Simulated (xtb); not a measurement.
F4H4O2Si, SMILES O->[Si](<-O)(F)(F)(F)F (connectivity only; charge and spin as stated), neutral, multiplicity 1. All values are semi-empirical tight-binding results from xtb (GFN2-xTB unless named), good for trends rather than for accurate numbers. The structure is a stationary point at GFN2-xTB. Other conformers were not sampled.

Computed properties:
```json
{
 "point_group_as_xtb_finds_it": "C2",
 "orbital_gap": "10.12 eV",
 "dipole_moment": "4.44 D",
 "zero_point_energy": "36.4 kcal/mol",
 "G − E(el) at 298.15 K (modified RRHO)": "14.3 kcal/mol",
 "static polarisability (D4 model)": "52.7 bohr³",
 "solvation energy, GFN2-xTB/ALPB(water)": "-20.2 kcal/mol",
 "solvation energy, GFN2-xTB/ALPB(chcl3)": "-5.5 kcal/mol"
}
```
